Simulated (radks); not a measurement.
Excited configurations of Al: one electron is placed in a higher orbital outside [Ne] 3s2. The ground configuration is [Ne] 3s2 3p1. Calculated with a radial shooting solver on a logarithmic mesh with Libxc functionals: Dirac Kohn-Sham, PBE, spin-unpolarised, spherical densities, point nucleus; open shells are shared between the two j in proportion to 2j + 1. Excitation = E - E(ground); binding = E(ion) - E, where the ion is the core of charge +1; n* = 1/sqrt(2 binding) in atomic units, and the quantum defect is n - n*. Eigenvalue and <r> are those of j = l + 1/2.

| outer orbital | excitation (eV) | binding (eV) | n* | quantum defect | eigenvalue (eV) | <r> (bohr) |
|---|---|---|---|---|---|---|
| 3d | 3.974 | 1.787 | 2.759 | 0.241 | -0.673 | 8.642 |
| 4s | 2.924 | 2.837 | 2.190 | 1.810 | -1.632 | 7.555 |
| 4p | 3.724 | 2.037 | 2.585 | 1.415 | -1.125 | 9.657 |
| 4f | 4.850 | 0.911 | 3.864 | 0.136 | -0.434 | 17.34 |
| 5d | 5.006 | 0.755 | 4.245 | 0.755 | -0.458 | 26.77 |
| 5f | 5.132 | 0.629 | 4.650 | 0.350 | -0.366 | 29.37 |
| 6s | 4.875 | 0.887 | 3.917 | 2.083 | -0.569 | 25.05 |
| 6p | 5.026 | 0.735 | 4.301 | 1.699 | -0.470 | 29.54 |
| 6f | 5.307 | 0.455 | 5.470 | 0.530 | -0.286 | 44.02 |
| 7s | 5.165 | 0.596 | 4.777 | 2.223 | -0.396 | 37.83 |

Estimate the row for 6d.

Answer. excitation (eV) 5.235; binding (eV) 0.526; n* 5.086; quantum defect 0.914; eigenvalue (eV) -0.339; <r> (bohr) 40.33. The Delta-SCF ionisation energy is 5.761 eV (NIST Atomic Spectra Database: 5.986 eV, measured). Self-interaction in the functional shifts the binding energies and quantum defects, so they are the method's values and not measured ones. Spin polarisation and multiplet splitting are left out, so open shells lie too high by an amount that depends on their filling.

Beside tabulated values, note that spin-unpolarised runs miss the spin-polarisation part of the exchange energy of open shells.
